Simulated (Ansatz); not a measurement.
Consider the redistribution: `C=[C](Cl)[AlH][CH3]` + `F[CH2][AlH][F]` → `[CH3][AlH][CH2]F` + `C=[C](Cl)[AlH][F]`.

Program: Ansatz. Geometries: PBE0-D4/def2-TZVP. ΔE: electronic, gas phase. CCSD(T)/CBS adds triple-zeta CCSD(T) − MP2 to the extrapolated MP2 energy (def2 sets, frozen cores). DFT in def2-TZVPP. Each species was taken in one conformer, which may not be the lowest.

`C=[C](Cl)[AlH][CH3]`:

Z-matrix (Å, degrees):
```
C
Al 1 1.949
H 1 1.092 2 112.3
H 1 1.095 2 111.1 3 120.7
H 1 1.095 2 111.2 3 -120.8
C 2 1.958 1 117.1 3 179.1
H 2 1.584 1 124.2 3 -1.0
Cl 6 1.750 2 118.1 1 179.9
C 6 1.331 2 123.5 1 -0.1
H 9 1.086 6 119.4 2 -0.0
H 9 1.086 6 123.4 2 -180.0
```

`F[CH2][AlH][F]`:

```xyz
7

F    -0.228    1.868   -0.217
C    -0.091    0.565   -0.687
Al    0.117   -0.756    0.765
F     0.112   -0.250    2.332
H    -0.968    0.334   -1.308
H     0.769    0.539   -1.370
H     0.290   -2.300    0.485
```

`[CH3][AlH][CH2]F`:

Z-matrix (Å, degrees):
```
C
Al 1 1.952
H 1 1.095 2 110.7
H 1 1.093 2 113.6 3 121.4
H 1 1.096 2 110.7 3 -117.3
C 2 1.984 1 118.7 3 -121.6
H 2 1.587 1 121.7 3 58.4
F 6 1.399 2 112.6 1 -179.9
H 6 1.099 2 111.7 1 -58.8
H 6 1.099 2 111.7 1 59.0
```

`C=[C](Cl)[AlH][F]`:

Cartesian coordinates in Å:
```
C 0.197 -1.047 0.929
C -0.510 -0.084 0.340
Cl -2.141 0.224 0.862
Al 0.277 0.965 -1.088
F -0.598 2.155 -1.810
H -0.192 -1.665 1.733
H 1.216 -1.239 0.602
H 1.751 0.690 -1.567
```

(1) Is it downhill or uphill in electronic energy at CCSD(T)/CBS, and by how much? (Estimate.)

(2) What do these levels give: r2SCAN-D4, PBE, PBE0, CCSD(T)/def2-TZVPP, MP2/def2-QZVPP, HF/CBS(def2)? (Best estimate.)

Largest T1 diagnostic among the species: 0.012.

Answers

(1) Computed: Nearly level: ΔE = +0.8 kJ/mol.

(2) Ansatz gave: r2SCAN-D4 0.2, PBE -0.7, PBE0 -0.6, CCSD(T)/def2-TZVPP 0.7, MP2/def2-QZVPP 1.3, HF/CBS(def2) -0.7 kJ/mol.
